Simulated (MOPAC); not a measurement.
MOPAC input (PM6):

```
PM6 1SCF GEO-OK AUX(PRECISION=9) THREADS=1
HCaFO

Ca    0.16819000 1    0.03966900 1    0.10784300 1
F     0.89604800 1    0.79497300 1   -1.62098000 1
O    -1.19157900 1   -0.83678500 1    1.32656300 1
H    -1.89558900 1   -1.25385500 1    1.81945800 1
```

Output:

```
 *******************************************************************************
 **                                                                           **
 **                              MOPAC v23.2.5                                **
 **                                                                           **
 *******************************************************************************
 ** MOPAC's Digital Object Identifier: https://doi.org/10.5281/zenodo.6511958 **
 **                                                                           **
 ** Please cite the open-source release paper for use of this MOPAC version:  **
 ** J. E. Moussa and J. J. P. Stewart (2026)                                  **
 ** MOPAC: An open-source semiempirical molecular orbital program             **
 ** J. Open Source Softw., 11(119), 8025, https://doi.org/10.21105/joss.08025 **
 *******************************************************************************

                              PM6 CALCULATION RESULTS

 *******************************************************************************
 *  PM6        - The PM6 Hamiltonian to be used
 *  GEO-OK     - OVERRIDE INTERATOMIC DISTANCE AND OTHER SAFETY CHECKS
 *  1SCF       - DO 1 SCF AND THEN STOP
 *  AUX        - OUTPUT AUXILIARY INFORMATION
 *******************************************************************************
PM6 1SCF GEO-OK AUX(PRECISION=9) THREADS=1
 HCaFO

   ATOM   CHEMICAL          X               Y               Z
  NUMBER   SYMBOL      (ANGSTROMS)     (ANGSTROMS)     (ANGSTROMS)

     1      Ca          0.16819000  *   0.03966900  *   0.10784300  *
     2       F          0.89604800  *   0.79497300  *  -1.62098000  *
     3       O         -1.19157900  *  -0.83678500  *   1.32656300  *
     4       H         -1.89558900  *  -1.25385500  *   1.81945800  *

          CARTESIAN COORDINATES

    NO.       ATOM           X           Y           Z

     1        Ca          0.1682      0.0397      0.1078
     2         F          0.8960      0.7950     -1.6210
     3         O         -1.1916     -0.8368      1.3266
     4         H         -1.8956     -1.2539      1.8195

 General Reference for PM6:
 "Optimization of Parameters for Semiempirical Methods V: Modification of NDDO Approximations
 and Application to 70 Elements", J. J. P. Stewart, J. Mol. Mod., 13, 1173-1213 (2007)
 URL: https://link.springer.com/article/10.1007/s00894-007-0233-4

           Empirical Formula: H O Ca F  =     4 atoms

      MOLECULAR POINT GROUP   :   Cs

      RHF CALCULATION, NO. OF DOUBLY OCCUPIED LEVELS = 8

 -------------------------------------------------------------------------------
 PM6 1SCF GEO-OK AUX(PRECISION=9) THREADS=1
 HCaFO

     1SCF WAS SPECIFIED, SO BFGS WAS NOT USED
     SCF FIELD WAS ACHIEVED

                              PM6 CALCULATION
                                                       MOPAC v23.2.5 Linux

          FINAL HEAT OF FORMATION =       -140.39894 KCAL/MOL =    -587.42918 KJ/MOL

          COSMO AREA              =        100.80 SQUARE ANGSTROMS
          COSMO VOLUME            =         87.38 CUBIC ANGSTROMS

          IONIZATION POTENTIAL    =         10.435547 EV
          HOMO LUMO ENERGIES (EV) =        -10.436  0.375
          NO. OF FILLED LEVELS    =          8
          MOLECULAR WEIGHT        =         76.0857         POINT GROUP:  Cs

          MOLECULAR DIMENSIONS (Angstroms)

            Atom       Atom       Distance
            H     4    F     2     4.88135
           Ca     1    H     4     0.52882
           Ca     1    O     3     0.00000

          SCF CALCULATIONS        =          1

   ATOM   CHEMICAL          X               Y               Z
  NUMBER   SYMBOL      (ANGSTROMS)     (ANGSTROMS)     (ANGSTROMS)

     1      Ca          0.16819000  *   0.03966900  *   0.10784300  *
     2       F          0.89604800  *   0.79497300  *  -1.62098000  *
     3       O         -1.19157900  *  -0.83678500  *   1.32656300  *
     4       H         -1.89558900  *  -1.25385500  *   1.81945800  *

                             CARTESIAN COORDINATES

   1   Ca        0.168190000     0.039669000     0.107843000
   2    F        0.896048000     0.794973000    -1.620980000
   3    O       -1.191579000    -0.836785000     1.326563000
   4    H       -1.895589000    -1.253855000     1.819458000

           Empirical Formula: H O Ca F  =     4 atoms

      MOLECULAR POINT GROUP   :   Cs

                  EIGENVALUES
 -35.07302 -24.71531 -15.63176 -12.35106 -12.34957 -11.77583 -10.43692 -10.43555
   0.37494   1.15512   1.83897   2.62028   7.30970

              NET ATOMIC CHARGES AND DIPOLE CONTRIBUTIONS

  ATOM NO.   TYPE          CHARGE      No. of ELECS.   s-Pop       p-Pop
    1         Ca           1.319629        0.6804     0.29594     0.38443
    2          F          -0.650315        7.6503     1.98350     5.66682
    3          O          -1.036606        7.0366     1.70908     5.32752
    4          H           0.367292        0.6327     0.63271
 DIPOLE           X         Y         Z       TOTAL
 POINT-CHG.     0.856    -0.277     2.352     2.518
 HYBRID        -0.016    -0.133     0.476     0.495
 SUM            0.840    -0.410     2.828     2.979

          ATOMIC ORBITAL ELECTRON POPULATIONS

     Atom    s        px        py        pz
    1 Ca   0.29594   0.11334   0.08043   0.19066
    2  F   1.98350   1.95491   1.94940   1.76251
    3  O   1.70908   1.66353   1.86166   1.80233
    4  H   0.63271

 **********************
 *                    *
 * JOB ENDED NORMALLY *
 *                    *
 **********************

 == MOPAC DONE ==
```

The geometry given is a B3LYP-D3(BJ)/def2-TZVP minimum.
